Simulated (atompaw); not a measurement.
u(r) = r·R(r): atom against pseudo-atom (O)

Columns: radius, all-electron u(r) and pseudo u(r) of the 2p shell (level -9.04 eV) of oxygen in the configuration [He] 2s2 2p4; PBE, non-relativistic, PAW (atompaw) scheme, atompaw 4.2.0.5.

```csv
r (bohr),all-electron,pseudo
0.046,0.0267,0.0044
0.092,0.0899,0.0175
0.138,0.1712,0.0386
0.185,0.2613,0.0675
0.231,0.3490,0.1022
0.277,0.4322,0.1422
0.323,0.5083,0.1869
0.369,0.5762,0.2354
0.415,0.6355,0.2874
0.462,0.6876,0.3432
0.508,0.7305,0.3995
0.554,0.7656,0.4559
0.600,0.7935,0.5108
0.646,0.8148,0.5624
0.692,0.8300,0.6092
0.738,0.8399,0.6504
0.785,0.8451,0.6868
0.831,0.8460,0.7175
0.877,0.8434,0.7444
0.923,0.8377,0.7679
0.969,0.8294,0.7868
1.015,0.8190,0.7986
1.062,0.8064,0.8005
1.108,0.7926,0.7920
1.154,0.7775,0.7775
1.200,0.7616,0.7616
```

(1) How many radial nodes do the two functions have?

(2) Where does each function peak?

(3) Is the pseudo-wave norm-conserving?

## Answers

(1) The all-electron 2p function has n − l − 1 = 0; the pseudo-wave has 0.

(2) Outermost all-electron maximum near 0.83 bohr, pseudo maximum near 1.06 bohr (to the table’s step).

(3) No, it belongs to a PAW set: the norm inside the radius is not constrained, and the difference is carried by the augmentation charge.
